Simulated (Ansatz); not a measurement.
Species: sum formula InCl2F (charge 0, singlet). 
Coordinates optimised at B3LYP-D3(BJ)/def2-TZVP (Ansatz, a quantum-chemistry and plane-wave program):
```
In
F 1 1.9408
Cl 1 2.3064 2 117.58
Cl 1 2.3064 2 117.58 3 -180.00
```
Charge 0, spin multiplicity 1.

Dipole moments at this geometry, in debye (magnitudes).

```csv
level,program,dipole (D)
SVWN5/def2-TZVPD,Ansatz,1.07
PBE/def2-TZVPD,Ansatz,0.98
r2SCAN/def2-TZVPD,Ansatz,0.97
B97M-V/def2-TZVPD,Ansatz,0.94
B3LYP/def2-TZVPD,Ansatz,1.07
PBE0/def2-TZVPD,Ansatz,1.03
BHLYP/def2-TZVPD,Ansatz,1.11
r2SCAN0/def2-TZVPD,Ansatz,1.04
HSE06/def2-TZVPD,Ansatz,1.03
CAM-B3LYP/def2-TZVPD,Ansatz,1.06
LC-wPBE/def2-TZVPD,Ansatz,0.95
wB97M-V/def2-TZVPD,Ansatz,1.02
CCSD(T)/def2-SVPD,Ansatz,1.05
```
